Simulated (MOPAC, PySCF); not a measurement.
Constitutional and geometric isomers with formula C2H5B. All species are isolated molecules in the gas phase. One relaxed conformer stands for each flexible species; it need not be the lowest. Strings in code marks are SMILES.

Quantity: electronic energy of isomers of C2H5B relative to `BC=C`, in kcal/mol. Semi-empirical values (MOPAC) are differences of heats of formation.

Level 1: frozen-core MP2/6-31G* // PBE0-D4/def2-TZVP (PySCF)
Level 2: HF/3-21G // PBE0-D4/def2-TZVP (PySCF)
Level 3: HF/STO-3G // PBE0-D4/def2-TZVP (PySCF)
Level 4: AM1 // PBE0-D4/def2-TZVP (MOPAC)

| species | level 2 | level 3 | level 4 |
|---|---|---|---|
| `B1CC1` | 17.5 | 3.87 | 13.8 |
| `[H]/B=C/C` | 19.1 | 22.9 | 26.7 |

Question: What does level 1 give for each?

Answer: 
- `B1CC1`: 12.9
- `[H]/B=C/C`: 20.3
